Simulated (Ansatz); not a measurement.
System: C5H9, net charge 0, doublet state. It need not be the lowest isomer of its formula. 
Structure (B3LYP-D3(BJ)/def2-TZVP (Ansatz, a program for electronic structure) minimum search):
```
C
C 1 1.3090
H 2 1.0792 1 137.22
C 1 1.5081 2 122.36 3 -179.50
H 4 1.0882 1 111.25 2 3.69
H 4 1.0926 5 108.29 1 122.26
H 4 1.0939 5 108.69 6 116.06
C 1 1.5218 2 121.02 3 0.38
H 8 1.0911 1 109.32 2 -7.40
H 8 1.0958 9 106.81 1 116.82
C 8 1.5310 9 109.56 10 118.41
H 11 1.0907 8 111.75 9 -175.96
H 11 1.0915 12 107.97 8 122.01
H 11 1.0915 12 107.61 13 116.48
```
Charge 0, spin multiplicity 2.

Basis-set convergence of Hartree-Fock and MP2 correlation energies (hartree) with Ansatz. Cores are frozen in the correlated levels unless marked. Open shells are spin-unrestricted. Spin-orbit coupling is left out. Non-relativistic.

The UHF reference is spin-contaminated (<S^2> 0.17 over the pure value in the largest basis). 

| basis | functions | E(HF) | E(corr, MP2) |
|---|---|---|---|
| cc-pVDZ | 115 | -194.51586 | -0.66104 |
| cc-pVTZ | 276 | -194.56899 | -0.81041 |
| cc-pVQZ | 545 | -194.58135 | -0.86124 |

Extrapolating the two largest sets (X = 3 and 4) as X^-3: E(corr) = (64·(-0.86124) - 27·(-0.81041))/37 = -0.8983 Eh, an estimate of the basis-set limit. The largest set recovers 95.9 % of it, the smallest 73.6 %.
